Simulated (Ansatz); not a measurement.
Cost and result for the atomization energy of C2H4N2Si, SMILES `N=C[SiH]1C=N1` (9 atoms, 9 bonds).

```xyz
9

N    -0.789   -0.845   -1.919
C    -0.832   -0.458   -0.710
Si    0.682    0.365    0.001
C     0.930    0.461    1.765
N     0.421    1.545    1.337
H    -1.665   -1.284   -2.210
H    -1.714   -0.588   -0.066
H     1.752    0.619   -0.979
H     1.215    0.185    2.782
```

Charge 0, multiplicity 1. Geometry: relaxed with PBE0-D4/def2-TZVP. It is one conformer, not always the lowest. Program: Ansatz. All runs use 2 threads of an Arm Neoverse V1 on a shared host. Times are those of one run each, without the atoms' runs, and a repeat can differ threefold. Electronic energies, without spin–orbit coupling; frozen cores. CCSD(T)/CBS adds CCSD(T) − MP2 in def2-TZVPP to the MP2 limit, and its time is that of the two runs behind it. T1 = 0.016; the RHF reference is unstable towards UHF. B3LYP takes the VWN-RPA correlation (the form of Gaussian; ORCA's B3LYP/G). HSE06 is the plane-wave form, built on full-range PBE exchange.

CCSD(T)/CBS is a level of theory with its own doubt, some kJ/mol a heavy atom from the limit and from the frozen cores, so smaller differences don't rank the functionals.

| level | functions | wall time | atomization (kcal/mol) | difference from CCSD(T)/CBS | per bond |
| --- | --- | --- | --- | --- | --- |
| PBE0-D4/def2-TZVPP | 222 | 3.7 s | 830.8 | 8.0 | 0.9 |
| BHLYP-D4/def2-TZVPP | 222 | 3.9 s | 789.4 | -33.4 | -3.7 |
| HSE06-D4/def2-TZVPP | 222 | 4 s | 831.8 | 9.0 | 1.0 |
| CAM-B3LYP-D4/def2-TZVPP | 222 | 4.2 s | 829.0 | 6.2 | 0.7 |
| CCSD(T)/def2-SVP | 94 | 4.8 s | 764.2 | -58.6 | -6.5 |
| r2SCAN-D4/def2-TZVPP (with forces) | 222 | 6 s | 825.2 | 2.4 | 0.3 |
| B3LYP-D4/def2-TZVPP (with forces) | 222 | 6 s | 829.5 | 6.7 | 0.7 |
| ωB97X-V/def2-TZVPP | 222 | 11 s | 830.2 | 7.4 | 0.8 |
| B97M-V/def2-TZVPP | 222 | 13 s | 828.9 | 6.1 | 0.7 |
| ωB97M-V/def2-TZVPP (with forces) | 222 | 15 s | 830.5 | 7.7 | 0.9 |
| MP2/def2-QZVPP | 418 | 29 s | 830.9 | 8.1 | 0.9 |
| CCSD(T)/def2-TZVPP | 222 | 120 s | 794.3 | -28.5 | -3.2 |
| CCSD(T)/CBS(def2) | – | 2.5 min | 822.8 | 0.0 | 0.0 |

At CCSD(T), def2-SVP lies −58.7 kcal/mol from the extrapolated value and def2-TZVPP −28.6 kcal/mol: correlation converges slowly with the basis, and small sets miss more of it in the bonded molecule than in its fragments. In def2-TZVPP, CCSD(T) changes the Hartree–Fock value by +257.6 kcal/mol (the triples alone add +20.2 kcal/mol) and MP2 by +277.1 kcal/mol; breaking electron pairs costs correlation energy, which Hartree–Fock lacks. The D4 term adds +7.1 kcal/mol with B3LYP and +3.7 kcal/mol with PBE0; it sums over pairs of atoms, weighted by their polarisabilities, and B3LYP, whose exchange is more repulsive, gets the larger term.
